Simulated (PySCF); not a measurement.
# Dipole response of Zn (zinc, neutral)

[Ar] 3d10 4s2, closed-shell 1S. Calculation: PySCF 2.14, in aug-cc-pwCVDZ-PP with ECP10MDF; scalar relativity through the core potential. Coupled (time-dependent) response in atomic units; α is the mean over directions. A double-zeta set is small for polarisabilities.

```json
{"method": "UHF", "mean α (bohr³)": "50.50", "C₆ (like pair)": "393.5", "S(−4)": "1345"}
{"method": "PBE", "mean α (bohr³)": "37.82", "C₆ (like pair)": "260.9", "S(−4)": "747.7"}
{"method": "PBE0", "mean α (bohr³)": "40.40", "C₆ (like pair)": "286.8", "S(−4)": "851.7"}
{"method": "PW91", "mean α (bohr³)": "37.09", "C₆ (like pair)": "253.6", "S(−4)": "720.2"}
{"method": "B97-3", "mean α (bohr³)": "41.46", "C₆ (like pair)": "297.4", "S(−4)": "900.7"}
```

S(−4) is the Cauchy moment in α(ω) = α(0) + S(−4) ω² + …

Reference α: 38.67 ± 0.3 bohr³ (recommended; Schwerdtfeger and Nagle, table of static dipole polarizabilities (2023 update)). Published C₆: 284.0 (Chu and Dalgarno (2004); Tang, Norbeck and Certain (1976)).

Hartree-Fock lies above the reference because it lacks correlation, which contracts the outer shell.

α(iu) at PBE:

```csv
u (hartree),α(iu) (bohr³)
0,37.82
0.0500,36.05
0.100,31.69
0.200,21.78
0.300,14.76
0.500,7.767
0.750,4.406
1.00,2.961
1.50,1.764
2.00,1.265
3.00,0.8044
5.00,0.4271
```

A single London oscillator, α(iu) = α/(1 + u²/ω²), gives C₆ = (3/4) ω α². Matching the computed C₆ needs ω = 4 × 260.9 / (3 × 37.82²) = 0.243 hartree.

Energies and moments cover only the electrons outside the core potential.
